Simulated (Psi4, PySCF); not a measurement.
PySCF was given this input:
```python
from pyscf import gto, scf, mp

mol = gto.M(
    atom='''
C     2.20591404   -0.44031400   -0.45736849
C     1.09196265    0.41268942   -0.33583232
O     0.74406726    1.18356321   -1.23663528
C     0.33877984    0.38585523    0.98522440
C    -1.05395983   -0.24932639    0.79482052
C    -1.93197516    0.63147546   -0.08384838
C    -0.94128819   -1.65817365    0.21568997
H     2.84814120   -0.34666925   -1.31626420
H     2.53069654   -1.06534200    0.35393873
H     0.20910406    1.41361474    1.32870449
H     0.90023319   -0.17200020    1.73410466
H    -1.50758209   -0.31944056    1.79155030
H    -2.87003799    0.13169946   -0.31408151
H    -2.15062661    1.57484584    0.41159759
H    -1.41826622    0.85243457   -1.01942306
H    -0.56382848   -1.62273750   -0.80360340
H    -0.26927935   -2.27087201    0.81307424
H    -1.91769218   -2.13727504    0.20137047
''',
    basis='sto-3g',
    spin=1,
    verbose=3,
)

mf = scf.UHF(mol)
mf.kernel()

pt = mp.MP2(mf, frozen=7)
pt.kernel()
print('E(MP2) = %.10f' % pt.e_tot)
```

Problem. Convert this to an input for Psi4.

Solution. This is not unique; one that fits is 
```
memory 2 GB

molecule mol {
0 2
C     2.205914   -0.440314   -0.457368
C     1.091963    0.412689   -0.335832
O     0.744067    1.183563   -1.236635
C     0.338780    0.385855    0.985224
C    -1.053960   -0.249326    0.794821
C    -1.931975    0.631475   -0.083848
C    -0.941288   -1.658174    0.215690
H     2.848141   -0.346669   -1.316264
H     2.530697   -1.065342    0.353939
H     0.209104    1.413615    1.328704
H     0.900233   -0.172000    1.734105
H    -1.507582   -0.319441    1.791550
H    -2.870038    0.131699   -0.314082
H    -2.150627    1.574846    0.411598
H    -1.418266    0.852435   -1.019423
H    -0.563828   -1.622737   -0.803603
H    -0.269279   -2.270872    0.813074
H    -1.917692   -2.137275    0.201370
}

set {
  basis sto-3g
  reference uhf
  freeze_core true
  mp2_type conv
  scf_type pk
  puream true
  d_convergence 1e-8
}

energy('mp2')
print_variables()
```

Both were run: PySCF gave -304.969884 Eh and Psi4 -304.969884 Eh, 0.000 mEh apart.
